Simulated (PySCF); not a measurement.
B(Cl)(H)(NCO) (CHBClNO), SMILES O=C=NBCl.

Geometry: ωB97X-D3(BJ)/def2-SVP. Other conformers were not sampled.

Calculation: PySCF with HF/def2-TZVP.

Symmetry labels are those of the subgroup Cs that the program uses (full group Cs).

Computed valence orbital energies around the gap with their symmetry:
```json
[
 {"orbital": "HOMO−7", "symmetry": "A'", "energy (eV)": "-18.45"},
 {"orbital": "HOMO−6", "symmetry": "A\"", "energy (eV)": "-18.20"},
 {"orbital": "HOMO−5", "symmetry": "A'", "energy (eV)": "-17.46"},
 {"orbital": "HOMO−4", "symmetry": "A'", "energy (eV)": "-15.79"},
 {"orbital": "HOMO−3", "symmetry": "A\"", "energy (eV)": "-14.00"},
 {"orbital": "HOMO−2", "symmetry": "A'", "energy (eV)": "-12.73"},
 {"orbital": "HOMO−1", "symmetry": "A\"", "energy (eV)": "-12.67"},
 {"orbital": "HOMO", "symmetry": "A'", "energy (eV)": "-12.34"},
 {"orbital": "LUMO", "symmetry": "A\"", "energy (eV)": "1.74"},
 {"orbital": "LUMO+1", "symmetry": "A'", "energy (eV)": "3.11"},
 {"orbital": "LUMO+2", "symmetry": "A'", "energy (eV)": "4.07"},
 {"orbital": "LUMO+3", "symmetry": "A'", "energy (eV)": "4.55"}
]
```
